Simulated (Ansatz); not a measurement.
CH7ClOSi2 (`CO[SiH]([SiH3])Cl`). Charge 0, multiplicity 1.

Z-matrix (Å, degrees):
```
C
O 1 1.413
H 1 1.096 2 111.4
H 1 1.094 2 110.8 3 -121.3
H 1 1.091 2 108.0 3 119.4
Si 2 1.632 1 124.1 3 50.2
Cl 6 2.070 2 110.4 1 62.3
Si 6 2.334 2 107.6 1 -179.0
H 6 1.488 2 110.1 1 -52.8
H 8 1.485 6 109.5 2 -59.7
H 8 1.487 6 110.2 2 60.9
H 8 1.487 6 108.9 2 -179.4
```

Q: List the harmonic frequencies (cm⁻¹, unscaled) at PBE0-D4/def2-TZVP in Ansatz. (Best estimate.)

A: The calculation gave: 78, 90, 98, 105, 122, 235, 286, 407, 500, 528, 549, 776, 789, 828, 881, 934, 935, 1143, 1181, 1211, 1479, 1492, 1498, 2203, 2222, 2233, 2240, 3025, 3095, 3133.

Q: Is this a minimum?

A: Yes, all 30 modes are real.

Q: Give the ideal-gas thermochemistry at 298.15 K and 1 bar (rigid rotor, harmonic oscillator; point group C1, symmetry number 1).

A: Zero-point energy 205.1 kJ/mol; H(298) − E = 230.9 kJ/mol; entropy 392.4 J/(mol·K), of which translation 169.2, rotation 119.4, vibration 103.7; G(298) − E = 113.9 kJ/mol. Modes under 100 cm⁻¹ are hindered rotations or soft bends, so the harmonic entropy is rough.

Q: Rotational constants (cm⁻¹)?

A: 0.08658, 0.05839, 0.03756.
